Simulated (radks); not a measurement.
Q: Numerical settings for the samarium ion Sm2+, [Xe] 4f6. All-electron calculation, Dirac Kohn-Sham, BLYP, spin-unpolarised, spherical densities, finite nucleus; open shells fill j = l - 1/2 first; Fermi nuclear charge, rms radius 5.0819 fm. Program: a radial shooting solver on a logarithmic mesh with Libxc functionals. The defaults (mesh step 0.008 in ln r, mesh end at 40 bohr or more with all orbitals vanishing there, Anderson mixing 0.5 over 9 steps, residual threshold near 1e-9 with the energy settled to 1e-9 hartree or 1e-11 of itself, here a cap of 86 iterations) give E = -10434.0574 hartree and 4f5/2 at -15.668 eV in 15 iterations. Run on one thread of a shared host, so times are rough (Arm Neoverse N1): 0.19 s of CPU time, 0.19 s wall, 15 iterations on 2254 mesh points. One setting is changed at a time: mesh step in ln r 0.012; mesh step in ln r 0.05; mesh step in ln r 0.03; mesh end (bohr) 20; mesh end (bohr) 12; residual threshold 1e-16; residual threshold 0.001; mixing 0.01; linear mixing, mixing 1; linear mixing, mixing 0.8; mixing history 2; iteration cap 5. Which runs fail to converge, and which converge to a wrong energy?

A: Not converged within the cap: residual threshold 1e-16; linear mixing, mixing 1; linear mixing, mixing 0.8; iteration cap 5. No run marked as converged misses the energy by more than 1 mhartree.
